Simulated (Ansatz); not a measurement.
One change: `C[SiH](F)[InH2]` becomes `C[SiH](F)CO`.

Ansatz, PBE0-D4/def2-TZVP geometries, multiplicity 1. Each molecule was computed in one conformer, which needn't be the lowest.

Elements past krypton have def2 core potentials.

```csv
property,`C[SiH](F)[InH2]`
size of the dipole moment (PBE/def2-TZVPP) / D,1.50
HOMO energy (PBE/def2-TZVPP) / eV,-6.07
HOMO–LUMO gap (B3LYP/def2-TZVPP) / eV,4.52
HOMO energy (B3LYP/def2-TZVPP) / eV,-6.96
LUMO energy (ωB97M-V/def2-TZVPP) / eV,-0.64
HOMO–LUMO gap (ωB97M-V/def2-TZVPP) / eV,8.49
```

Problem. Give the same properties after the change, and the shifts. (An estimate is asked.)

Solution. Computed: 
```tsv
property	`C[SiH](F)CO`	shift
size of the dipole moment (PBE/def2-TZVPP) / D	2.00	0.50
HOMO energy (PBE/def2-TZVPP) / eV	-5.99	0.08
HOMO–LUMO gap (B3LYP/def2-TZVPP) / eV	7.51	2.99
HOMO energy (B3LYP/def2-TZVPP) / eV	-7.31	-0.35
LUMO energy (ωB97M-V/def2-TZVPP) / eV	2.15	2.79
HOMO–LUMO gap (ωB97M-V/def2-TZVPP) / eV	12.03	3.54
```

With PBE0 the HOMO falls by 0.40 eV and the LUMO rises by 2.64 eV, so the gap widens by about 3.04 eV. PBE moves the HOMO by 0.08 eV and ωB97M-V by -0.75 eV. Dipoles are sizes alone; their direction can turn.

Positive LUMOs are unbound, so they and the gaps depend on the basis.

B3LYP here is the variant with VWN-RPA as its local correlation; programs differ in this.
